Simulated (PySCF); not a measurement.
**Computed properties of BrClHInO, SMILES [OH][In]([Cl])[Br]**

In(Cl)(Br)(OH) (BrClHInO), SMILES [OH][In]([Cl])[Br]. Geometry: B3LYP-D3(BJ)/def2-SVP. The structure was generated by enumeration; whether it is a known compound was not checked. The def2 effective core potentials stand for the cores of In; spin–orbit coupling is left out. One conformer was computed; it need not be the lowest. All values are computed for the isolated molecule unless a solvent is named; none is compared with measurement here.

**Structure.** The optimised structure has Cs symmetry. All 9 harmonic modes at B3LYP-D3(BJ)/def2-SVP (PySCF) are real, so it is a minimum. With heavy atoms numbered as in [In:1]([Cl:2])([Br:3])[OH:4], the shortest bond between them is In1–O4 at 1.993 Å and the longest In1–Br3 at 2.471 Å.

**Vibrations.** The strongest infrared lines (harmonic, unscaled, degenerate partners summed) lie at 280 cm⁻¹ (102 km/mol, H 93 %), 842 cm⁻¹ (77 km/mol, H 93 %), 3804 cm⁻¹ (76 km/mol, H 94 %). The softest mode is at 76 cm⁻¹ and the zero-point energy is 9.2 kcal/mol.

**Electronic structure.** M06-2X/def2-TZVP (PySCF) places the frontier levels at -10.03 and -2.04 eV, a gap of 7.99 eV, and gives a dipole moment of 1.06 D and a mean polarisability of 69.1 bohr³. PBE/def2-TZVP (PySCF) at the same geometry gives -7.47 and -3.74 eV, so its gap is 4.26 eV narrower. An orbital gap is neither the optical nor the fundamental gap.

**Excitations.** TDA-ωB97X/def2-SVPD (PySCF) has S1 at 5.09 eV (243 nm, f = 0.027, weak); the most intense of the 10 singlets computed lies at 7.46 eV (f = 0.19). T1 (TDA) is at 4.62 eV, 0.47 eV under S1. TDA-PBE/def2-SVPD (PySCF) puts S1 at 3.86 eV. No vertical singlet excitation falls in the visible range (under 3.1 eV).
